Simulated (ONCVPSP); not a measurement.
## Logarithmic derivatives: potassium, ONCV

* Element: K (Z = 19)
* Generator: ONCVPSP 4.0.1
* Type: optimised norm-conserving Vanderbilt (ONCV)
* Functional: LDA (Perdew-Zunger)
* Relativity: scalar-relativistic
* Frozen core: [Ne]
* Valence charge: 9
* Reference configuration: 3s2 3p6 4s0.5 (charge +0.5)
* Partial waves: 3s+4s: rc 2.30 bohr, ncon 4, nbas 7, qcut 6.4 1/bohr, 2 projectors; 3p: rc 1.85 bohr, ncon 3, nbas 8, qcut 8.9 1/bohr, 2 projectors, debl 3.9 Ha; d scattering state at 0.28 Ha: rc 1.85 bohr, ncon 5, nbas 9, qcut 5.5 1/bohr, 2 projectors, debl 0.6 Ha
* Local potential: polynomial inside 1.40 bohr (lpopt 4, dvloc0 3 Ha)
* Core correction: polynomial model core, fcfact 0.55

In the d channel the program set the typed energies aside and used 0.050, 0.650 Ha.

The phase is arctan(r·R′/R) of the radial function R(r), unwrapped; energies in Ha, scanned from -3 to 5 Ha. A pole is an energy at which the radial function vanishes at the test radius. The pseudo phase is shifted by a multiple of π to meet the all-electron one at the reference energy, and phase errors are pseudo minus all-electron; the curves can meet again beyond the range given. Levels narrower than the energy grid can be missing from the lists of poles.

```tsv
channel	radius (bohr)	reference energy (Ha)	poles, all-electron	poles, pseudo	unbroken range about the reference energy with phases within 0.05 rad	phase error 1 Ha above the reference energy (rad)
s	2.34	-0.16	-1.26, 2.67	-1.26, 2.60	below 3.7	-0.002
p	1.88	-0.80	-0.14	-0.14	the whole range	-0.000
d	1.88	0.05	0.92	0.92	the whole range	+0.000
```

Phases in the d channel:

```json
{"E (Ha)": "-2.98", "all-electron": "1.286", "pseudo": "1.286"}
{"E (Ha)": "-2.54", "all-electron": "1.253", "pseudo": "1.253"}
{"E (Ha)": "-2.10", "all-electron": "1.207", "pseudo": "1.207"}
{"E (Ha)": "-1.66", "all-electron": "1.137", "pseudo": "1.137"}
{"E (Ha)": "-1.22", "all-electron": "1.015", "pseudo": "1.015"}
{"E (Ha)": "-0.78", "all-electron": "0.747", "pseudo": "0.747"}
{"E (Ha)": "-0.34", "all-electron": "-0.016", "pseudo": "-0.016"}
{"E (Ha)": "0.10", "all-electron": "-1.011", "pseudo": "-1.011"}
{"E (Ha)": "0.54", "all-electron": "-1.404", "pseudo": "-1.404"}
{"E (Ha)": "0.98", "all-electron": "-1.593", "pseudo": "-1.593"}
{"E (Ha)": "1.42", "all-electron": "-1.740", "pseudo": "-1.740"}
{"E (Ha)": "1.86", "all-electron": "-1.930", "pseudo": "-1.930"}
{"E (Ha)": "2.30", "all-electron": "-2.340", "pseudo": "-2.339"}
{"E (Ha)": "2.74", "all-electron": "-3.406", "pseudo": "-3.399"}
{"E (Ha)": "3.18", "all-electron": "-4.145", "pseudo": "-4.140"}
{"E (Ha)": "3.62", "all-electron": "-4.397", "pseudo": "-4.393"}
{"E (Ha)": "4.06", "all-electron": "-4.514", "pseudo": "-4.511"}
{"E (Ha)": "4.50", "all-electron": "-4.585", "pseudo": "-4.581"}
{"E (Ha)": "4.94", "all-electron": "-4.635", "pseudo": "-4.630"}
```
